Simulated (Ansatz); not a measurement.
Molecule: sum formula SnH3Cl (charge 0, singlet). 
Geometry from a B3LYP-D3(BJ)/def2-TZVP (Ansatz, a first-principles code) optimisation:
```xyz
5

Cl     1.8000     0.1228    -0.0212
Sn    -0.5508    -0.0376     0.0065
H     -1.1323     1.4958    -0.4579
H     -0.9757    -0.4452     1.6060
H     -0.9521    -1.2594    -1.1121
```
Charge 0, spin multiplicity 1.

Property: atomisation energy (electronic, to ground-state atoms), in kcal/mol. Valence correlation only, unless marked. UHF or UKS for open shells. Spin-orbit coupling is left out. The frozen core is the preceding noble-gas configuration, with the filled d and f shells of earlier blocks. In def2 rows, elements after Kr have scalar-relativistic effective core potentials. The coupled-cluster limit lacks core correlation, which all-electron functionals hold. CBS marks a two-point X^-3 extrapolation of the correlation energy; Hartree-Fock from the larger set.

| level | program | atomisation energy (kcal/mol) |
|---|---|---|
| PBE/def2-TZVPD | Ansatz | 268.7 |
| BLYP/def2-TZVPD | Ansatz | 264.3 |
| PBE0-D4/def2-TZVPD | Ansatz + dftd4 | 270.0 |
| r2SCANh/def2-TZVPD | Ansatz | 272.9 |
| r2SCAN0/def2-TZVPD | Ansatz | 271.3 |
| HSE06-D4/def2-TZVPD | Ansatz + dftd4 | 269.8 |
| CAM-B3LYP-D3(BJ)/def2-TZVPD | Ansatz + dftd3 | … |
| LC-wPBE-D4/def2-TZVPD | Ansatz + dftd4 | 272.0 |
| SCS-MP2/def2-TZVPP | Ansatz | 268.9 |
| CCSD(T)/CBS(def2-TZVPPD,def2-QZVPPD) | Ansatz | … |

Question: Complete the blanks.

Answer: 
- CAM-B3LYP-D3(BJ)/def2-TZVPD, atomisation energy (kcal/mol): 274.7
- CCSD(T)/CBS(def2-TZVPPD,def2-QZVPPD), atomisation energy (kcal/mol): 277.6
